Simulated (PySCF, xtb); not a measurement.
Si(Cl)3(SeH) (Cl3HSeSi), SMILES Cl[Si](Cl)(Cl)[SeH].

xtb with GFN2-xTB at its own geometry gives an orbital gap of 4.29 eV and a dipole moment of 1.41 D.

Geometry: PBE0-D3(BJ)/def2-SVP. This is a generated structure with no PubChem entry under its InChIKey; it may be hypothetical. Other conformers were not sampled.

Problem. What does PBE/def2-TZVP run with PySCF give? (The exact figures need the calculation; the answer reports its results.)

Solution. gap 4.63 eV (levels -6.55 and -1.92 eV), dipole 1.07 D.
